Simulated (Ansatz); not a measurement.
Spin states of CrO3 (SMILES [O]=[Cr](=[O])=[O]), each relaxed at B3LYP-D3(BJ)/def2-TZVP; lowest solutions found, singlets restricted, no spin–orbit coupling, no relativity up to Kr.
Multiplicity 1 (charge 0, multiplicity 1):
```xyz
4

Cr     0.132    -0.100    -0.187
O     -1.109    -1.067    -0.087
O     -0.148     1.296    -0.864
O      1.067    -0.062     1.082
```
Multiplicity 5 (charge 0, multiplicity 5):
```xyz
4

Cr     0.0537     0.0091     0.0473
O     -1.2102    -1.2745    -0.1422
O     -0.1027     1.4518    -1.0366
O      1.2012    -0.1195     1.0755
```

Programs: Ansatz (Gaussian orbitals). Each number belongs to the level named beside it.

The energy of multiplicity 5 less that of multiplicity 1 (kcal/mol) and the share of exact exchange:

```
functional          exact exchange (%)  value
------------------  ------------------  -----
PBE/def2-TZVPP                       0  91.04
PBE0/def2-TZVPP                     25  54.71
BLYP/def2-TZVPP                      0  85.64
B3LYP/def2-TZVPP                    20  59.76
BHLYP/def2-TZVPP                    50   8.53
r2SCAN/def2-TZVPP                    0  75.06
r2SCANh/def2-TZVPP                  10  61.69
```

Problem. Take the value as linear in the share of exact exchange along PBE and PBE0. Give the slope, say whether the sign turns, and set the other functionals against that line.

Solution. 
Slope: (54.71 − (91.04))/2.5 = -14.53 kcal/mol for each 10 %. The line crosses zero at 63 %, where the sign would turn. At 50 % it gives 18.4 kcal/mol. The LYP pair gives (8.53 − (85.64))/5 = -15.42 for each 10 %. BHLYP, at 50 %, lies -9.8 from the PBE line. B3LYP, at 20 %, lies -2.2 from the PBE line. r2SCAN, with none, stands -16.0 from PBE. The r2SCAN pair gives -13.36 for 10 %.

Ansatz is a program for electronic structure.
